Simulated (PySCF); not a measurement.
ethylene (C$_{2}$H$_{4}$), singlet, at a GFN2-xTB geometry, with bond 3-1 at 1.4 times its length; CASCI(4,5)+NEVPT2/STO-3G in PySCF.

Input for PySCF:
```python
from pyscf import gto, scf, mcscf, mrpt
import numpy

mol = gto.Mole()
mol.atom = '''
    C    -0.013287   -0.006567    0.658005
    C     0.013287    0.006567   -0.658005
    H    -0.023940    1.264995    1.470309
    H    -0.028738   -0.926221    1.219823
    H     0.028738    0.926221   -1.219823
    H     0.020896   -0.901691   -1.238223
'''
mol.basis = 'sto-3g'
mol.charge = 0
mol.spin = 0
mol.verbose = 4
mol.build()

mf = scf.RHF(mol)
mf.kernel()
mc = mcscf.CASCI(mf, 5, 4)
mc.fix_spin_(ss=0.0)
mc.kernel()
occ = numpy.linalg.eigvalsh(mc.fcisolver.make_rdm1(mc.ci, mc.ncas, mc.nelecas))[::-1]
ss = mc.fcisolver.spin_square(mc.ci, mc.ncas, mc.nelecas)[0]
print('natural occupations', occ.round(4), ' <S^2>', round(ss, 4))
e2 = mrpt.NEVPT(mc).kernel()
print('E(NEVPT2) = %.10f' % (mc.e_tot + e2))
```

It wrote (shortened):

```
PySCF version 2.14.0

[INPUT] verbose = 4
[INPUT] num. atoms = 6
[INPUT] num. electrons = 16
[INPUT] charge = 0
[INPUT] spin (= nelec alpha-beta = 2S) = 0
[INPUT] symmetry False subgroup None
[INPUT] Mole.unit = angstrom
[INPUT] Symbol           X                Y                Z      unit          X                Y                Z       unit  Magmom
[INPUT]  1 C     -0.013287000000  -0.006567000000   0.658005000000 AA   -0.025108791017  -0.012409831460   1.243449238594 Bohr   0.0
[INPUT]  2 C      0.013287000000   0.006567000000  -0.658005000000 AA    0.025108791017   0.012409831460  -1.243449238594 Bohr   0.0
[INPUT]  3 H     -0.023940000000   1.264995000000   1.470309000000 AA   -0.045240043422   2.390494098944   2.778481328483 Bohr   0.0
[INPUT]  4 H     -0.028738000000  -0.926221000000   1.219823000000 AA   -0.054306949368  -1.750304020821   2.305131390445 Bohr   0.0
[INPUT]  5 H      0.028738000000   0.926221000000  -1.219823000000 AA    0.054306949368   1.750304020821  -2.305131390445 Bohr   0.0
[INPUT]  6 H      0.020896000000  -0.901691000000  -1.238223000000 AA    0.039487717099  -1.703949038985  -2.339902351137 Bohr   0.0

nuclear repulsion = 32.5050432627548
number of shells = 10
number of NR pGTOs = 42
number of NR cGTOs = 14
basis = sto-3g
ecp = {}

******** <class 'pyscf.scf.hf.RHF'> ********
method = RHF
initial guess = minao
damping factor = 0
level_shift factor = 0
DIIS = <class 'pyscf.scf.diis.CDIIS'>
diis_start_cycle = 1
diis_space = 8
diis_damp = 0
SCF conv_tol = 1e-09
SCF conv_tol_grad = None
SCF max_cycles = 50
direct_scf = True
direct_scf_tol = 1e-13
Set gradient conv threshold to 3.16228e-05
Initial guess from minao.
init E= -76.9862187415326
  HOMO = -0.202633906165018  LUMO = 0.205383665431269  gap/eV = 11.10272
cycle= 1 E= -76.9743128395134  delta_E= 0.0119  |g|= 0.158  |ddm|= 2.79
  HOMO = -0.325835032268483  LUMO = 0.33133593426064  gap/eV = 17.88253
cycle= 2 E= -76.9852085340415  delta_E= -0.0109  |g|= 0.0418  |ddm|= 0.28
  HOMO = -0.331841749045601  LUMO = 0.326569863173218  gap/eV = 17.91629
cycle= 3 E= -76.98599971819  delta_E= -0.000791  |g|= 0.0118  |ddm|= 0.0883
  HOMO = -0.330633786137734  LUMO = 0.327529076285768  gap/eV = 17.90952
cycle= 4 E= -76.9860449474048  delta_E= -4.52e-05  |g|= 0.00197  |ddm|= 0.0161
  HOMO = -0.329745129894814  LUMO = 0.328419104705395  gap/eV = 17.90956
cycle= 5 E= -76.9860462769283  delta_E= -1.33e-06  |g|= 0.000462  |ddm|= 0.00254
  HOMO = -0.329904950138234  LUMO = 0.328251234045036  gap/eV = 17.90934
cycle= 6 E= -76.9860464149135  delta_E= -1.38e-07  |g|= 0.000155  |ddm|= 0.00104
  HOMO = -0.329891133757447  LUMO = 0.328268426469895  gap/eV = 17.90943
cycle= 7 E= -76.986046429074  delta_E= -1.42e-08  |g|= 1.48e-05  |ddm|= 0.000417
  HOMO = -0.329894215017986  LUMO = 0.328265174747181  gap/eV = 17.90943
cycle= 8 E= -76.9860464291905  delta_E= -1.16e-10  |g|= 1.25e-06  |ddm|= 3.68e-05
  HOMO = -0.329893926783585  LUMO = 0.328265434951482  gap/eV = 17.90943
Extra cycle  E= -76.9860464291912  delta_E= -6.82e-13  |g|= 3.84e-07  |ddm|= 1.85e-06
converged SCF energy = -76.9860464291912

******** <class 'pyscf.mcscf.casci.CASCI'> ********
CAS (2e+2e, 5o), ncore = 6, nvir = 3
natorb = False
canonicalization = True
sorting_mo_energy = False
******** <class 'pyscf.fci.addons.SpinPenaltyFCISolver'> ********
max. cycles = 200
conv_tol = 1e-08
davidson only = True
linear dependence = 1e-12
level shift = 0.001
max iter space = 12
nroots = 1
pspace_size = 400
spin = None
Density matrix diagonal elements [1.95514020e+00 1.88484365e+00 1.14967497e-01 4.44224773e-02
 6.26175279e-04]
CASCI converged
CASCI E = -77.0500686571273  E(CI) = -3.85691021561223  S^2 = 0.0000000
natural occupations [1.9552e+00 1.8849e+00 1.1500e-01 4.4400e-02 6.0000e-04]  <S^2> 0.0

******** <class 'pyscf.mrpt.nevpt2.NEVPT'> ********
NEVPT2 (2e+2e, 5o), ncore = 6, nvir = 3
root = 0
Natural occ [1.95517847e+00 1.88485226e+00 1.14958894e-01 4.44351011e-02
 5.75281921e-04]
Natural orbital (expansion on meta-Lowdin AOs) in CAS space
               #1        #2        #3        #4        #5
0 C 1s           0.00059   0.00000   0.00000   0.00416   0.00473
0 C 2s           0.12627  -0.00000  -0.00000  -0.38745  -0.36335
0 C 2px         -0.00198   0.69970   0.71414   0.00398   0.00550
0 C 2py          0.52917  -0.00314  -0.00321  -0.45884   0.32581
0 C 2pz          0.21620   0.01410   0.01439  -0.29997  -0.20027
1 C 1s           0.00077  -0.00000   0.00000  -0.00124  -0.00094
1 C 2s          -0.02388   0.00000  -0.00000   0.03803   0.03018
1 C 2px          0.00083   0.71414  -0.69970  -0.00164   0.00042
1 C 2py         -0.25763  -0.00321   0.00314  -0.08788   0.39313
1 C 2pz         -0.09884   0.01439  -0.01410   0.06204   0.06703
2 H 1s           0.62622   0.00000   0.00000   0.69727   0.01998
3 H 1s          -0.25203   0.00000   0.00000   0.09612   0.58990
4 H 1s          -0.21322  -0.00000   0.00000   0.12659  -0.32827
5 H 1s           0.28184  -0.00000   0.00000  -0.15770   0.32490
<CAS-nat-orb|mo-hf>  7      7        0.99998999
<CAS-nat-orb|mo-hf>  8      8        0.99999757
<CAS-nat-orb|mo-hf>  9      9        0.99999757
<CAS-nat-orb|mo-hf>  10     10       0.99941093
<CAS-nat-orb|mo-hf>  11     11       0.99942084
Sr    (-1)',   E = -0.00178165203911
Si    (+1)',   E = -0.01680419973564
Sijrs (0)  ,   E = -0.02178224928503
Sijr  (+1) ,   E = -0.01129151550742
Srsi  (-1) ,   E = -0.00340815260688
Srs   (-2) ,   E = -0.00082960269621
Sij   (+2) ,   E = -0.00742512235015
Sir   (0)' ,   E = -0.02900842385919
Nevpt2 Energy = -0.092330918079627
E(NEVPT2) = -77.1423995752
```
